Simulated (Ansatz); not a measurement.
Basis sets compared for the cluster V₂S₄ (the lowest singlet isomer of a short search). The state is a singlet with charge 0. Geometry PBE0-D4/def2-SVP. Ansatz on 4 threads of AMD EPYC 9R45 on a shared host; times are rough, and most runs start from earlier orbitals.

```tsv
atom	x (Å)	y (Å)	z (Å)
V1	-0.114	-0.664	1.007
V2	0.731	0.602	0.077
S3	0.347	-1.346	-1.274
S4	-1.648	0.917	-0.008
S5	1.618	0.240	2.116
S6	-0.934	0.250	-1.918
```

The restricted singlet is unstable towards broken spin symmetry in Hartree–Fock (as tested in another run); at PBE-D4/def2-SVP, PBE-D4/def2-TZVP, PBE0-D4/def2-SVP, PBE0-D4/def2-TZVP this wasn't settled. No other spin state of charge 0 was run. The structure comes from a short search, and lower isomers may exist.

Binding counts from free atoms (V quartet, S triplet) in the same basis, without a counterpoise term.

| level | functions | energy (Eh) | HOMO (eV) | LUMO (eV) | binding per atom (eV) | wall time |
| --- | --- | --- | --- | --- | --- | --- |
| PBE-D4/def2-SVP | 134 | -3479.0912 | -4.76 | -3.21 | – | 0.8 s |
| PBE0-D4/def2-SVP | 134 | -3479.1585 | -5.94 | -2.39 | 3.17 | 1.4 s |

Task: Estimate the rows for PBE-D4/def2-TZVP (with forces), PBE0-D4/def2-TZVP.

Result: 
```tsv
level	functions	energy (Eh)	HOMO (eV)	LUMO (eV)	binding per atom (eV)	wall time
PBE-D4/def2-TZVP (with forces)	238	-3479.9088	-5.00	-3.42	–	1.8 s
PBE0-D4/def2-TZVP	238	-3479.9681	-6.10	-2.53	–	3.9 s
```
